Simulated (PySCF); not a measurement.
Al(H)(Me)(OEt) (C3H9AlO), SMILES CC[O][AlH][CH3]. Geometry: PBE-D3(BJ)/def2-SVP. Other conformers were not sampled.

Computed equilibrium geometry at PBE-D3(BJ)/def2-SVP (PySCF confirms it by a frequency run) as a Z-matrix (one conformer of several):
```
O
C 1 1.4093
H 2 1.1153 1 108.65
H 2 1.1183 3 106.37 1 120.21
C 2 1.5246 3 109.34 4 118.20
H 5 1.1087 2 110.47 3 63.39
H 5 1.1094 6 108.41 2 121.79
H 5 1.1097 6 107.92 7 116.90
Al 1 1.7228 2 134.54 3 127.31
H 9 1.6035 1 117.58 2 -2.38
C 9 1.9540 10 125.11 1 179.63
H 11 1.1086 9 111.93 10 179.68
H 11 1.1111 12 108.07 9 122.66
H 11 1.1111 12 108.04 13 114.71
```
Charge 0, spin multiplicity 1.
